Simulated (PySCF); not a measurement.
A geometry optimisation, step by step.

Species: C5H7NO.
Atom-mapped SMILES: `[CH2:1]=[CH:2]/[CH:3]=[C:4](\[NH2:5])[CH:6]=[O:7]` (hydrogens: H8, H9 on C1; H10 on C2; H11 on C3; H12, H13 on N5; H14 on C6)

Method: B3LYP/cc-pVDZ geometry optimisation, gas phase in PySCF; density fitting, grid level 1; the optimiser is geomeTRIC in internal coordinates, started from a GFN2-xTB structure. The frame can shift and turn from step to step; on so coarse a grid that alone can change the energy by a few meV, and forces under 0.02 eV/Å are noise.

Step 0: E = -8835.5436 eV, largest atomic force 0.749 eV/Å
```
atom  x, y, z in Å  |  force x, y, z in eV/Å
C1      2.686    0.270    0.228    0.299  -0.019  -0.035
C2      1.488   -0.156   -0.183   -0.259  -0.002   0.021
C3      0.253    0.331    0.350   -0.229   0.069   0.017
C4     -0.993   -0.084   -0.013    0.123  -0.361  -0.200
N5     -1.290   -1.083   -0.899   -0.089  -0.147   0.118
C6     -2.168    0.534    0.608    0.328   0.319   0.233
O7     -3.308    0.277    0.296   -0.653  -0.273  -0.246
H8      2.781    1.013    1.002    0.019   0.437   0.433
H9      3.600   -0.111   -0.191    0.486  -0.240  -0.252
H10     1.435   -0.912   -0.955    0.063  -0.352  -0.346
H11     0.323    1.099    1.106   -0.077   0.354   0.343
H12    -0.611   -1.355   -1.588    0.135  -0.070  -0.255
H13    -2.261   -1.120   -1.170   -0.240  -0.005  -0.144
H14    -1.937    1.282    1.386    0.094   0.289   0.311
```

Step 1: E = -8835.5974 eV, largest atomic force 0.102 eV/Å
```
atom  x, y, z in Å  |  force x, y, z in eV/Å
C1      2.748    0.372    0.404    0.057   0.047   0.043
C2      1.538   -0.067    0.008    0.009  -0.065  -0.075
C3      0.279    0.412    0.527    0.021   0.013   0.031
C4     -0.962   -0.021    0.151   -0.014   0.080   0.034
N5     -1.282   -1.007   -0.752   -0.013  -0.073  -0.023
C6     -2.135    0.609    0.797   -0.076  -0.059  -0.032
O7     -3.282    0.334    0.490    0.021   0.033   0.019
H8      2.847    1.143    1.175    0.006  -0.010  -0.026
H9      3.670   -0.027   -0.024   -0.018  -0.001   0.007
H10     1.500   -0.849   -0.762    0.005   0.016   0.031
H11     0.316    1.188    1.298   -0.017  -0.021  -0.018
H12    -0.626   -1.227   -1.491   -0.011   0.040   0.007
H13    -2.260   -0.994   -1.029    0.015   0.004   0.005
H14    -1.900    1.363    1.586    0.015  -0.001  -0.002
```

Step 2: E = -8835.5971 eV, largest atomic force 0.156 eV/Å
```
atom  x, y, z in Å  |  force x, y, z in eV/Å
C1      2.749    0.381    0.409    0.016   0.001  -0.010
C2      1.545   -0.075    0.010   -0.040  -0.010  -0.024
C3      0.279    0.401    0.518   -0.029   0.052   0.067
C4     -0.966   -0.027    0.148    0.038  -0.014  -0.044
N5     -1.286   -1.010   -0.759   -0.060  -0.052   0.031
C6     -2.137    0.601    0.799   -0.014   0.128   0.087
O7     -3.292    0.348    0.505    0.096  -0.085  -0.072
H8      2.841    1.169    1.163   -0.018  -0.004  -0.002
H9      3.675   -0.021   -0.006    0.002  -0.003  -0.004
H10     1.519   -0.869   -0.746    0.003  -0.007   0.013
H11     0.313    1.181    1.285    0.002   0.000   0.016
H12    -0.637   -1.213   -1.508   -0.007   0.028  -0.027
H13    -2.267   -0.987   -1.027   -0.008  -0.039  -0.051
H14    -1.887    1.349    1.589    0.018   0.004   0.020
```

Step 3: E = -8835.5990 eV, largest atomic force 0.063 eV/Å
```
atom  x, y, z in Å  |  force x, y, z in eV/Å
C1      2.749    0.380    0.405   -0.012  -0.021  -0.032
C2      1.542   -0.076    0.012   -0.011   0.045   0.029
C3      0.279    0.406    0.523   -0.022  -0.016  -0.003
C4     -0.965   -0.023    0.151    0.019   0.011  -0.018
N5     -1.285   -1.005   -0.759    0.026  -0.053   0.022
C6     -2.138    0.602    0.803    0.014   0.023  -0.034
O7     -3.285    0.336    0.493   -0.009  -0.006   0.019
H8      2.845    1.172    1.154   -0.017   0.004   0.009
H9      3.673   -0.027   -0.009    0.011  -0.003  -0.006
H10     1.512   -0.873   -0.740   -0.002  -0.017   0.006
H11     0.314    1.186    1.289    0.006   0.002   0.019
H12    -0.632   -1.200   -1.507    0.004   0.010  -0.033
H13    -2.264   -0.998   -1.032    0.000   0.025   0.013
H14    -1.897    1.349    1.596   -0.007  -0.006   0.010
```

Step 4: E = -8835.5988 eV, largest atomic force 0.076 eV/Å
```
atom  x, y, z in Å  |  force x, y, z in eV/Å
C1      2.749    0.375    0.398   -0.023   0.015   0.005
C2      1.536   -0.073    0.016    0.037   0.015   0.002
C3      0.277    0.415    0.532    0.013  -0.040  -0.026
C4     -0.962   -0.021    0.154    0.046   0.056   0.022
N5     -1.272   -1.006   -0.757   -0.024  -0.009   0.069
C6     -2.141    0.599    0.800    0.019  -0.022  -0.039
O7     -3.284    0.322    0.484   -0.037   0.017   0.021
H8      2.849    1.169    1.145    0.014   0.004   0.006
H9      3.668   -0.038   -0.021   -0.004   0.002  -0.001
H10     1.497   -0.873   -0.732   -0.007  -0.013   0.008
H11     0.311    1.195    1.297    0.002  -0.011   0.004
H12    -0.620   -1.195   -1.507   -0.014   0.031  -0.020
H13    -2.252   -0.987   -1.027   -0.014  -0.038  -0.047
H14    -1.909    1.347    1.595   -0.008  -0.006  -0.002
```

Step 5: E = -8835.5995 eV, largest atomic force 0.047 eV/Å
```
atom  x, y, z in Å  |  force x, y, z in eV/Å
C1      2.749    0.379    0.401   -0.013   0.014   0.004
C2      1.539   -0.074    0.016    0.015  -0.001  -0.010
C3      0.278    0.411    0.529    0.005  -0.021  -0.009
C4     -0.963   -0.023    0.152   -0.025   0.030  -0.009
N5     -1.277   -1.007   -0.759    0.020  -0.031   0.030
C6     -2.139    0.599    0.800    0.002   0.011   0.009
O7     -3.286    0.329    0.492    0.003  -0.006  -0.006
H8      2.846    1.173    1.147    0.009   0.001   0.003
H9      3.671   -0.032   -0.015   -0.004   0.002   0.000
H10     1.503   -0.875   -0.731   -0.004  -0.011   0.006
H11     0.311    1.192    1.294   -0.001  -0.008   0.005
H12    -0.625   -1.194   -1.510   -0.009   0.017  -0.020
H13    -2.257   -0.995   -1.032    0.002   0.003  -0.005
H14    -1.902    1.346    1.595   -0.001   0.001   0.001
```

Step 6: E = -8835.5997 eV, largest atomic force 0.061 eV/Å
```
atom  x, y, z in Å  |  force x, y, z in eV/Å
C1      2.748    0.385    0.404    0.011  -0.018  -0.026
C2      1.544   -0.078    0.015   -0.024   0.020   0.014
C3      0.279    0.403    0.523   -0.025   0.014   0.029
C4     -0.965   -0.025    0.150    0.056   0.010  -0.022
N5     -1.282   -1.009   -0.760   -0.007  -0.027   0.032
C6     -2.138    0.599    0.803    0.020  -0.015  -0.024
O7     -3.284    0.328    0.494   -0.020   0.010   0.013
H8      2.841    1.184    1.146   -0.016  -0.001   0.001
H9      3.673   -0.023   -0.006    0.009   0.000  -0.002
H10     1.515   -0.885   -0.728    0.002  -0.006   0.006
H11     0.313    1.184    1.288    0.006   0.004   0.014
H12    -0.635   -1.188   -1.518   -0.004   0.016  -0.021
H13    -2.263   -0.992   -1.029   -0.004  -0.007  -0.013
H14    -1.898    1.345    1.598   -0.005  -0.003  -0.002
```

Step 7: E = -8835.6005 eV, largest atomic force 0.035 eV/Å
```
atom  x, y, z in Å  |  force x, y, z in eV/Å
C1      2.748    0.386    0.400   -0.003  -0.012  -0.018
C2      1.541   -0.079    0.020   -0.001   0.022   0.018
C3      0.278    0.407    0.528   -0.013  -0.009   0.005
C4     -0.963   -0.024    0.151    0.008   0.010  -0.011
N5     -1.274   -1.008   -0.762    0.007  -0.024   0.025
C6     -2.140    0.594    0.802    0.020   0.010  -0.004
O7     -3.286    0.323    0.491   -0.008  -0.007   0.000
H8      2.843    1.192    1.134   -0.008   0.003   0.003
H9      3.671   -0.027   -0.010    0.007   0.001  -0.001
H10     1.508   -0.892   -0.714   -0.001  -0.005   0.003
H11     0.311    1.188    1.293    0.004   0.001   0.007
H12    -0.628   -1.172   -1.524   -0.005   0.009  -0.020
H13    -2.255   -0.998   -1.031   -0.003   0.002  -0.006
H14    -1.904    1.339    1.599   -0.004  -0.002   0.001
```

Step 8: E = -8835.6009 eV, largest atomic force 0.039 eV/Å
```
atom  x, y, z in Å  |  force x, y, z in eV/Å
C1      2.750    0.393    0.397   -0.031   0.018   0.015
C2      1.542   -0.079    0.029    0.009  -0.027  -0.023
C3      0.277    0.407    0.532    0.016  -0.004   0.004
C4     -0.962   -0.027    0.150   -0.013   0.013  -0.003
N5     -1.269   -1.011   -0.766    0.028  -0.006   0.017
C6     -2.141    0.587    0.800    0.010   0.004   0.017
O7     -3.286    0.311    0.490   -0.009  -0.001  -0.005
H8      2.842    1.210    1.118    0.016   0.005   0.003
H9      3.673   -0.024   -0.010   -0.006   0.002   0.002
H10     1.509   -0.905   -0.692   -0.006  -0.006  -0.007
H11     0.307    1.189    1.297   -0.002   0.001   0.001
H12    -0.632   -1.151   -1.540   -0.002   0.003  -0.010
H13    -2.253   -1.000   -1.028   -0.004  -0.001  -0.006
H14    -1.908    1.329    1.601   -0.004   0.001  -0.003
```

Step 9: E = -8835.6010 eV, largest atomic force 0.033 eV/Å
```
atom  x, y, z in Å  |  force x, y, z in eV/Å
C1      2.744    0.401    0.393    0.016  -0.010  -0.008
C2      1.539   -0.085    0.033    0.016   0.019   0.022
C3      0.277    0.406    0.538   -0.016  -0.020  -0.016
C4     -0.960   -0.028    0.152   -0.025   0.009   0.013
N5     -1.257   -1.012   -0.769   -0.004   0.000  -0.005
C6     -2.143    0.579    0.801    0.006   0.003   0.015
O7     -3.287    0.299    0.489    0.003  -0.009  -0.012
H8      2.835    1.229    1.101    0.000  -0.002  -0.002
H9      3.669   -0.018   -0.009    0.002   0.004   0.002
H10     1.506   -0.922   -0.674   -0.001   0.010   0.001
H11     0.307    1.190    1.301    0.000  -0.003  -0.009
H12    -0.626   -1.124   -1.554   -0.002  -0.001   0.001
H13    -2.241   -1.008   -1.029    0.001  -0.002  -0.002
H14    -1.916    1.321    1.604    0.002   0.002  -0.001
```

Step 10: E = -8835.6011 eV, largest atomic force under 0.02 eV/Å
```
atom  x, y, z in Å  |  force x, y, z in eV/Å
C1      2.747    0.400    0.394   -0.005   0.002   0.003
C2      1.540   -0.081    0.033   -0.001  -0.006  -0.005
C3      0.276    0.406    0.536    0.006   0.011   0.012
C4     -0.962   -0.028    0.152    0.005  -0.008  -0.002
N5     -1.259   -1.013   -0.767   -0.010  -0.002  -0.002
C6     -2.145    0.579    0.802    0.004   0.005  -0.008
O7     -3.288    0.300    0.488    0.001  -0.005   0.002
H8      2.842    1.225    1.106   -0.004   0.001   0.001
H9      3.670   -0.019   -0.011    0.001   0.000   0.000
H10     1.507   -0.914   -0.679    0.001   0.001  -0.002
H11     0.305    1.189    1.300    0.000   0.002  -0.001
H12    -0.626   -1.130   -1.550   -0.001   0.000   0.000
H13    -2.243   -1.009   -1.029    0.002   0.002   0.001
H14    -1.917    1.323    1.603    0.001  -0.003   0.002
```

**Question.** Summarise the path.

**Answer.** The energy falls by 1.33 kcal/mol from step 0 to step 10; nine tenths of that is first reached at step 1. It rises by more than 0.2 meV at step 2. The largest force goes from 0.749 to under 0.02 eV/Å. Among the bonds C1–H8 changes most (a near tie, within 0.001 Å, with another), from 1.077 to 1.094 Å; the atoms move by 0.082 Å rms after alignment.

**Question.** Follow the three bonds and two angles with the largest change from start to end.

**Answer.** 
```
step  E above end (kcal/mol)  largest force (eV/Å)  C1–H8 (Å)  C1–H9 (Å)  C2–C3 (Å)  H12–N5–H13 (°)  C4–N5–H12 (°)
   0                    1.33                 0.749      1.077      1.076      1.431           117.1          119.7
   1                    0.09                 0.102      1.095      1.092      1.443           115.3          119.0
   2                    0.09                 0.156      1.094      1.091      1.445           115.4          118.8
   3                    0.05                 0.063      1.094      1.091      1.446           115.1          118.4
   4                    0.05                 0.076      1.094      1.092      1.445           115.3          118.6
   5                    0.04                 0.047      1.094      1.092      1.445           115.0          118.4
   6                    0.03                 0.061      1.094      1.091      1.445           114.9          118.3
   7                    0.02                 0.035      1.094      1.091      1.445           114.7          118.1
   8                    0.01                 0.039      1.094      1.092      1.445           114.4          117.8
   9                    0.00                 0.033      1.094      1.092      1.445           113.9          117.4
  10                    0.00            under 0.02      1.094      1.092      1.445           113.9          117.5
```

What follows is the cost of the whole optimisation. Time: 56 s wall; peak memory 0.53 GiB. Hardware: an Intel Xeon Platinum 8488C with one thread (shared host).
